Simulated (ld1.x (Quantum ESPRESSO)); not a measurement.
**Si: one change to a TM potential, before and after**

Si, norm-conserving Troullier–Martins (Kleinman–Bylander form), made with ld1.x (Quantum ESPRESSO) 7.5 (PBE, non-relativistic). Core [He], reference 2s2 2p6 3s1.75 3p2.25. Waves: 2s (bound): rc 0.75 bohr; 2p (bound): rc 0.50 bohr. Local part: all-electron potential smoothed inside 0.50 bohr (lloc = -2). Core correction: none.

Occupied shells without a wave of their own: 3p, 3s. They enter only through the test configuration that unscreens the potential.

Change: local potential all-electron potential smoothed inside 0.54 bohr (lloc = -2).

Cutoffs: the cutoffs (Ry, on a coarse ladder) from which the occupation-weighted sum of valence levels, in a spherical-Bessel basis at the reference potential, stays within 10 and 1 mRy of its value at 400 Ry; they do not see the model core or the augmentation charge, which bear on the density cutoff. Errors are all-electron minus pseudo energies relative to the spin-unpolarised reference configuration.

Task: What does the change do?

Result: Of the 7 tests that both files solve, the error grows in 0 and shrinks in 2 by more than 15 % and 0.3 meV (median size 49.9 → 51.9 meV); neither file shows a bound ghost.

```tsv
quantity	base	changed
bound ghosts	none	none
largest miss of a reference level, eV	0.11	0.09
error for 2s2 2p6 3s2 3p2, meV [ΔE -1.67 eV]	+29	+26
error for 2s2 2p6 3s2 3p1, meV [ΔE 6.08 eV]	+50	+52
error for 2s2 2p6 3s2 3p0, meV [ΔE 22.08 eV]	+85	+96
error for 2s2 2p5 3s2 3p2, meV [ΔE 108.41 eV]	+138	+118
error for 2s2 2p6 3s2 3p1.5, meV [ΔE 1.25 eV]	+38	+37
error for 2s2 2p6 3s2 3p2.3, meV [ΔE -2.61 eV]	+25	+21
error for 2s2 2p6 3s0 3p0, meV [ΔE 101.04 eV]	-291	-201
s: phases at 0.85 bohr within 0.05 rad from the reference energy up to (Ry; the scan ends near 5)	to the end of the scan	to the end of the scan
p: phases at 0.85 bohr within 0.05 rad from the reference energy up to (Ry; the scan ends near 5)	to the end of the scan	to the end of the scan
```

Base: The 3p, 3s levels have no wave, so the channel is fitted at the deeper level alone: the likely source of the large errors. Changed file: The 3p, 3s levels have no wave, so the channel is fitted at the deeper level alone: the likely source of the large errors.
